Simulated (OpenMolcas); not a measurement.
**Pd4+: moving or changing the point charges**

Pd4+ among 6 point charges of -1.7 e arranged as a tetragonal octahedron (D4h), 2.07 Å from the ion, with the axial distance 2.422 Å.
```
   2.0700    0.0000    0.0000  -1.70
   0.0000    2.0700    0.0000  -1.70
  -2.0700    0.0000    0.0000  -1.70
   0.0000   -2.0700    0.0000  -1.70
   0.0000    0.0000    2.4219  -1.70
   0.0000    0.0000   -2.4219  -1.70
```

| Quantity | Value |
| --- | --- |
| Program | OpenMolcas |
| Method | CASSCF |
| Basis | ANO-RCC-VDZP [6s5p3d1f] |
| Scalar Hamiltonian | DKH2, point nucleus |
| Active space | 6 electrons in 5 orbitals (4d) |
| State averaging | 2S+1 = 5 even, 5 roots; 2S+1 = 3 even, 45 roots; 2S+1 = 1 even, 50 roots |
| Spin-orbit coupling | state interaction with AMFI integrals over the reference wave functions |

Runs around this geometry, states (labels of D4, the rotations of D4h). Energies in cm-1 above the lowest state or level, χT in cm3 K/mol.

```
R (Å)  q (e)  Axial / equatorial distance  Ground state  First state of that spin  First gap with spin-orbit (degeneracies)  χT at 300 K  First state of another spin
 2.07  -1.36                         1.17            5E                  5A1 1595                               67.4 (1, 2)        5.086                     3E 19885
 1.94   -1.7                         1.17            5E                  5A1 2903                               70.2 (1, 2)        4.691                     3E 18208
 2.07   -1.7                         1.17            5E                  5A1 1979                               83.3 (1, 2)        4.954                     3E 19345
 2.23   -1.7                         1.17            5E                  5A1 1243                               24.7 (1, 2)        5.186                     3E 20177
 2.07   -1.7                         1.26            5E                  5A1 1103                               10.7 (1, 2)        5.165                     3E 19346
```

Taking the first state of the same spin as R^-n, n = -ln(1243 / 2903) / ln(2.23 / 1.94) = 6.1 between the shortest and longest distance.

Scaling the charges by -1.36 / -1.7 = 0.80 scales the first state of the same spin by 1595 / 1979 = 0.81; with fixed orbitals a first-order splitting would follow the charge.

An orbital doublet at a regular site is open to a Jahn-Teller distortion, which this geometry leaves out. Without dynamic correlation the repulsion within the d shell is too large (B by tens of per cent), so at a given field states of lower spin stand too high. Point charges give a weaker field than real ligands, and real ions of this kind are as a rule low spin; the high spin found here belongs to the model. Spin-orbit coupling mixes the spin-free states strongly: the lowest level takes only 57 % from its leading state, 5E (holds for R = 2.07, q = -1.7, ratio = 1.26). Point charges carry no covalency, so the field is a model and not that of real ligands. A group larger than the point group allows holds several states that coincide in this model. No measured value stands beside these numbers.
